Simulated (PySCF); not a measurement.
Isomers of C9H7F3, mass 172.050 u with the commonest isotopes. Method: PBE0/pcSseg-1 in PySCF (dipole) on a GFN2-xTB geometry, gas phase. One conformer each, none proved a minimum here; rigid rotors.

Question: Order these by rotational constant A, largest first.
A. `[CH3:1][c:2]1[cH:3][cH:4][cH:5][c:6]([C:7]([F:8])=[C:9]([F:10])[F:11])[cH:12]1` with C5–C6–C7–F8 -1°
B. `[CH2:1]=[CH:2]/[CH:3]=[C:4]1\[CH:5]=[C:6]([C:7]([F:8])([F:9])[F:10])[C:11]1=[CH2:12]` with C1–C2–C3–C4 180°
C. `[CH2:1]=[C:2]([c:3]1[cH:4][cH:5][cH:6][cH:7][cH:8]1)[C:9]([F:10])([F:11])[F:12]` with C1–C2–C3–C4 -37°
D. `[CH2:1]=[C:2]([F:3])/[CH:4]=[C:5]1/[C:6](=[CH2:7])[C:8]([F:9])=[C:10]1[CH2:11][F:12]` with C1–C2–C4–C5 180°, C8–C10–C11–F12 0°
E. `C=C1C=CC=CC(C(F)(F)F)=C1`

Answer: B (2168 MHz), C (1999 MHz), A (1700 MHz), E (1588 MHz), D (1269 MHz).

Question: Order these by out-of-plane moment Σ m c² = (Ia + Ib − Ic)/2, largest first.
A. `[CH2:1]=[C:2]([c:3]1[cH:4][cH:5][cH:6][cH:7][cH:8]1)[C:9]([F:10])([F:11])[F:12]` with C1–C2–C3–C4 -37°
B. `[CH2:1]=[C:2]([F:3])/[CH:4]=[C:5]1/[C:6](=[CH2:7])[C:8]([F:9])=[C:10]1[CH2:11][F:12]` with C1–C2–C4–C5 180°, C8–C10–C11–F12 0°
C. `C=C1C=CC=CC(C(F)(F)F)=C1`
D. `[CH2:1]=[CH:2]/[CH:3]=[C:4]1\[CH:5]=[C:6]([C:7]([F:8])([F:9])[F:10])[C:11]1=[CH2:12]` with C1–C2–C3–C4 180°

Answer: A (61.36 u·Å²), C (45.90 u·Å²), D (43.91 u·Å²), B (1.61 u·Å²).

Question: Order these by dipole moment, largest first.
A. `[CH3:1][c:2]1[cH:3][cH:4][cH:5][c:6]([C:7]([F:8])=[C:9]([F:10])[F:11])[cH:12]1` with C5–C6–C7–F8 -1°
B. `C=C1C=CC=CC(C(F)(F)F)=C1`
C. `[CH2:1]=[C:2]([c:3]1[cH:4][cH:5][cH:6][cH:7][cH:8]1)[C:9]([F:10])([F:11])[F:12]` with C1–C2–C3–C4 -37°

Answer: B (2.79 D), C (2.56 D), A (2.43 D).

| SMILES | point group | Ia (u·Å²) | Ib (u·Å²) | Ic (u·Å²) | κ | μa (D) | μb (D) | μc (D) |
| --- | --- | --- | --- | --- | --- | --- | --- | --- |
| C=C1C=CC=CC(C(F)(F)F)=C1 | C1 | 318.25 | 750.04 | 976.49 | -0.71 | 2.73 | 0.58 | 0.04 |
| C=C(F)/C=C1/C(=C)C(F)=C1CF | Cs | 398.34 | 752.54 | 1147.67 | -0.44 | 1.98 | 2.08 | 0.00 |
| C=C/C=C1\C=C(C(F)(F)F)C1=C | Cs | 233.12 | 1146.61 | 1291.90 | -0.94 | 2.88 | 0.08 | 0.00 |
| C=C(c1ccccc1)C(F)(F)F | C1 | 252.79 | 810.22 | 940.29 | -0.88 | 2.00 | 1.50 | 0.55 |
| Cc1cccc(C(F)=C(F)F)c1 | near Cs | 297.20 | 851.18 | 1145.21 | -0.76 | 2.35 | 0.63 | 0.04 |
